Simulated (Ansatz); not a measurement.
Molecule: CH3Mg (charge 0, doublet). It need not be the lowest isomer of its formula. 
Coordinates optimised at B3LYP-D3(BJ)/def2-TZVP (Ansatz, a first-principles code):
```xyz
5

Mg    -0.6872    -0.3966    -0.5519
C      0.8270     0.4772     0.6641
H      1.3509    -0.2981     1.2286
H      0.3829     1.1853     1.3681
H      1.5509     1.0082     0.0409
```
Charge 0, spin multiplicity 2.

Q: Give the harmonic wavenumbers at B3LYP-D3(BJ)/def2-TZVP (Ansatz, finite differences of forces, unscaled).

A: 480, 508, 508, 1085, 1441, 1441, 3009, 3094, 3094 cm⁻¹. Zero-point energy 21.0 kcal/mol.

Q: From these and the geometry, give the ideal-gas thermochemistry at 298.15 K and 1 atm (rigid rotor, harmonic oscillator).

A: Point group C3v, rotational symmetry number 3. Rotational constants 158.8, 10.73, 10.73 GHz. S(trans) 36.94, S(rot) 18.22, S(vib) 2.08, S(elec, spin only) 1.38, S 58.6 cal/(mol K). H(298) - H(0) 2.82 kcal/mol; G - E(el) 6.3 kcal/mol.
